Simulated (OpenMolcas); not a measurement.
## Mn2+: moving or changing the point charges

Mn2+ among 4 point charges of -1 e arranged as a tetrahedron (Td), 1.79 Å from the ion.
```
   1.0335    1.0335    1.0335  -1.00
   1.0335   -1.0335   -1.0335  -1.00
  -1.0335    1.0335   -1.0335  -1.00
  -1.0335   -1.0335    1.0335  -1.00
```

| Property | Result |
| --- | --- |
| Program | OpenMolcas 26.06 |
| Method | CASSCF |
| Basis | ANO-RCC-VTZP [6s5p3d2f1g] |
| Scalar Hamiltonian | DKH2, point nucleus |
| Active space | 5 electrons in 5 orbitals (3d) |
| State averaging | 2S+1 = 6 even, 1 root; 2S+1 = 4 even, 24 roots; 2S+1 = 2 even, 75 roots |
| Spin-orbit coupling | state interaction with AMFI integrals over the reference wave functions |

Runs around this geometry, states (labels of Td). Energies in cm-1 above the lowest state or level, χT in cm3 K/mol; 10Dq and B are least-squares fits to the states below 45000 cm-1, weighted by degeneracy, with a free offset, and given where the rms deviation is under 5 % of |10Dq| (or 100 cm-1) and under 700 cm-1; 10Dq is negative for this site.

| R (Å) | q (e) | Ground state | 10Dq | B (rms of fit) | First gap with spin-orbit (degeneracies) | χT at 300 K | First state of another spin |
| --- | --- | --- | --- | --- | --- | --- | --- |
| 1.79 | -0.8 | 6A1 | -1360 | 1114 (32) | 31627 (6, 2) | 4.386 | 4T1 31642 |
| 1.62 | -1 | 6A1 | -2495 | 1097 (56) | 30648 (6, 2) | 4.386 | 4T1 30671 |
| 1.79 | -1 | 6A1 | -1707 | 1112 (36) | 31405 (6, 2) | 4.386 | 4T1 31422 |
| 2 | -1 | 6A1 | -980 | 1117 (30) | 31847 (6, 4) | 4.386 | 4T1 31858 |

Taking |10Dq| as R^-n, n = -ln(980 / 2495) / ln(2 / 1.62) = 4.4 between the shortest and longest distance. The point-charge formula for a cubic d site gives n = 5.

Scaling the charges by -0.8 / -1 = 0.80 scales |10Dq| by 1360 / 1707 = 0.80; with fixed orbitals a first-order splitting would follow the charge.

Without dynamic correlation the repulsion within the d shell is too large (B by tens of per cent), so at a given field states of lower spin stand too high. Point charges carry no covalency, so the field is a model and not that of real ligands. A group larger than the point group allows holds several states that coincide in this model. No measured value stands beside these numbers.
